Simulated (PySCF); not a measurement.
# A small calculation by hand: oscillator strength and radiative lifetime

Si(H)2(Me)(SH) (CH₆SSi), SMILES S[SiH2]C.

Coordinates come from a PBE0-D3(BJ)/def2-SVP optimisation. One conformer was computed; it need not be the lowest.

TDDFT-PBE0/def2-SVPD in PySCF 2.14.0 puts the first singlet state with f over 0.02 at 6.32 eV (vertical), with the transition dipole (0.105, 0.316, 0.256) in atomic units.

Find the oscillator strength, the wavelength and the radiative lifetime that this transition would have in vacuum if emission retraced absorption.


|μ|² = 0.1764 au, so |μ| = 1.07 D. ΔE = 6.32/27.211 = 0.2323 hartree. f = (2/3) ΔE |μ|² = 0.027 (the program prints 0.027).
λ = 1239.84/6.32 = 196 nm; ν = 50974 cm⁻¹.
Einstein's coefficient A = 0.6670 ν² f s⁻¹ (ν in cm⁻¹) = 4.7e7 s⁻¹, so τ = 1/A = 21 ns. This state is S2; the lower singlet has f = 0.015. The figure is the radiative limit of this one transition; relaxation, internal conversion, crossing to triplets and a medium change what is measured.
